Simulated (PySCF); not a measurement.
Coordinates in bohr (charge 0 multiplicity 1):
```
Nb    0.0000   -0.7008    1.1206
N     0.0000    0.7015    3.8874
Br    4.0000    0.3474   -1.0009
Br   -4.0000    0.3474   -1.0009
```

Level of theory: PBE0/[Nb def2-TZVP with ECP28, N def2-TZVP, Br def2-TZVP], scalar-relativistic core potentials, density fitting, no spin–orbit coupling, PySCF.

This geometry of NbNBr2 is a stationary point at this level.

(1) What is the point group?

(2) Is it a minimum?

(3) Which band is strongest in the infrared?

(4) What are the dipole moment and the gap between the highest occupied and lowest empty levels?

(5) Give the atomic charges and bond orders.

Answers

(1) Cs.

(2) Yes: all harmonic wavenumbers are real, though the softest, 53 cm⁻¹, leaves little margin.

(3) 1145 cm⁻¹ (a'), 110 km/mol.

(4) 3.95 D and 4.15 eV.

(5) 
| atom | Mulliken | Löwdin | polar tensor | Mayer order to Nb1 |
| --- | --- | --- | --- | --- |
| Nb1 | 1.20 | 0.12 | 1.68 | – |
| N2 | -0.46 | -0.27 | -0.64 | 2.86 |
| Br3,4 | -0.37 | 0.08 | -0.52 | 1.02 |

Stability towards spin polarisation was not tested. Other isomers or separated fragments may lie lower.
